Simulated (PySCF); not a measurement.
InClBr₂, SMILES [Cl][In]([Br])[Br]. The structure is a stationary point at B3LYP-D3(BJ)/def2-SVP. The structure was generated by enumeration; whether it is a known compound was not checked. The def2 effective core potentials stand for the cores of In; spin–orbit coupling is left out.

**Question.** Give the equilibrium geometry at B3LYP-D3(BJ)/def2-SVP (PySCF confirms it by a frequency run) as bond lengths and angles, and its point group. (Estimate from the structure and the level; the computed values follow.)

**Answer.** point group C2v.
Atoms: In1 Cl2 Br3 Br4. Bonds (Å): In1–Cl2 2.343, In1–Br3 2.476, In1–Br4 2.476. Bond angles (°): Cl2–In1–Br3 119.4, Cl2–In1–Br4 119.4, Br3–In1–Br4 121.2.
